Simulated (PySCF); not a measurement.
Molecule: SMILES C=CCCC(=O)O[SiH3], C₅H₁₀O₂Si.

Bonds (- single, = double, # triple, : aromatic): C1=C2, C2-C3, C3-C4, C4-C5, C5=O6, C5-O7, O7-Si8. C1 carries H9, H10; C2 carries H11; C3 carries H12, H13; C4 carries H14, H15; Si8 carries H16, H17, H18. H10 is cis to C3; H9 is trans to C3.

Frames of a GFN2-xTB Langevin trajectory at 600 K; GIAO PBE0/pcSseg-1 shieldings in PySCF 2.14.0 with density-fitted response routines, gas phase, non-relativistic; equivalent atoms averaged within each frame.

References, each an isolated molecule treated in the same way: ¹³C (186.93 ppm) and ²⁹Si (349.16 ppm) and ¹H (31.72 ppm) vs TMS; ¹⁷O (336.08 ppm) vs H2O. The references are static minima.

How do the shifts (ppm) fluctuate along the trajectory?

Results:


```
         time (fs)     C5     C2     C1    C3    C4     O6     O7    Si8    H9   H10
optimised geometry  179.9  147.7  122.8  38.2  40.4  451.6  195.7  -43.2  5.31  5.43
               250  179.2  156.4  126.4  45.7  44.7  466.6  192.9  -47.7  5.90  5.86
               425  172.9  143.1  116.6  46.7  45.5  423.8  191.3  -47.7  5.39  5.46
               625  178.8  151.3  119.5  42.1  47.5  467.9  185.7  -29.2  5.08  5.10
               800  181.9  154.2  131.8  42.6  40.9  529.8  162.4  -47.5  6.87  6.11
              1000  183.4  148.1  130.9  33.5  33.4  455.4  213.1  -40.3  4.95  5.82
    mean of frames  179.2  150.6  125.0  42.1  42.4  468.7  189.1  -42.5  5.64  5.67
standard deviation    4.0    5.2    6.8   5.2   5.6   38.5   18.2    8.1  0.78  0.39
```

5 frames give an uncertainty of the mean of about the standard deviation over 2.2 at best, since frames this close in time may not be independent; classical motion lacks zero-point vibration, and the reference would need the same averaging.
